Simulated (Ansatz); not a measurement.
Cost and result up the ladder for Bi₂F₆ (8 atoms). Charge 0, multiplicity 1. Geometry: PBE-D4/def2-SVP.

Cartesian coordinates in Å:
```
Bi -1.917 0.405 0.441
Bi 1.409 0.401 -0.602
F 1.999 -1.551 -0.901
F 2.715 0.764 0.932
F -2.799 -1.462 0.432
F -1.172 0.149 -1.499
F -0.037 -0.595 0.886
F -0.198 1.889 0.312
```

Ansatz on 4 threads of Arm Neoverse V1 on a shared host. Times are rough, and most runs start from the orbitals of an earlier one. ωB97M-V/def2-TZVP serves as the yardstick here, not as an exact answer. Differences are given only for rows in sets of like size (and for xTB, whose basis is part of the method), since another set adds its own error. Binding counts from free atoms at the same level (Bi quartet, F doublet; other spins of the atoms weren't run), without zero-point energy or a counterpoise term.

In the def2 sets Bi takes a core potential; there is no spin–orbit coupling. Correlated methods freeze 14 core orbitals; core or outer-core shells of Bi are correlated, in sets that lack core-valence functions. The rows differ in basis, and correlated rows in double-zeta sets carry the largest basis error. Another isomer (singlet) lies 0.36 eV lower at PBE0-D4/def2-TZVP; other spin states weren't run for this one.

Correlated methods converge slowly with the basis, most of all in double-zeta sets.

```json
{"level": "PBE-D4/def2-SVP", "functions": "136", "wall time": "1.6 s", "binding energy per atom (eV)": "3.49", "difference from ωB97M-V/def2-TZVP (eV)": "–"}
{"level": "PBE0-D4/def2-SVP", "functions": "136", "wall time": "2.5 s", "binding energy per atom (eV)": "3.12", "difference from ωB97M-V/def2-TZVP (eV)": "–"}
{"level": "PBE-D4/def2-TZVP (with forces)", "functions": "286", "wall time": "4.7 s", "binding energy per atom (eV)": "3.55", "difference from ωB97M-V/def2-TZVP (eV)": "0.29"}
{"level": "r2SCAN-D4/def2-TZVP", "functions": "286", "wall time": "8.5 s", "binding energy per atom (eV)": "3.32", "difference from ωB97M-V/def2-TZVP (eV)": "0.05"}
{"level": "PBE0-D4/def2-TZVP", "functions": "286", "wall time": "10 s", "binding energy per atom (eV)": "3.20", "difference from ωB97M-V/def2-TZVP (eV)": "-0.07"}
{"level": "MP2/def2-TZVP", "functions": "286", "wall time": "12 s", "binding energy per atom (eV)": "3.31", "difference from ωB97M-V/def2-TZVP (eV)": "0.04"}
{"level": "B2PLYP/def2-TZVP", "functions": "286", "wall time": "15 s", "binding energy per atom (eV)": "3.25", "difference from ωB97M-V/def2-TZVP (eV)": "-0.02"}
{"level": "PBE-QIDH/def2-TZVP", "functions": "286", "wall time": "15 s", "binding energy per atom (eV)": "3.08", "difference from ωB97M-V/def2-TZVP (eV)": "-0.19"}
{"level": "ωB97M-V/def2-TZVP", "functions": "286", "wall time": "20 s", "binding energy per atom (eV)": "3.27", "difference from ωB97M-V/def2-TZVP (eV)": "0.00"}
{"level": "CCSD(T)/def2-SVP", "functions": "136", "wall time": "73 s", "binding energy per atom (eV)": "2.79", "difference from ωB97M-V/def2-TZVP (eV)": "–"}
```
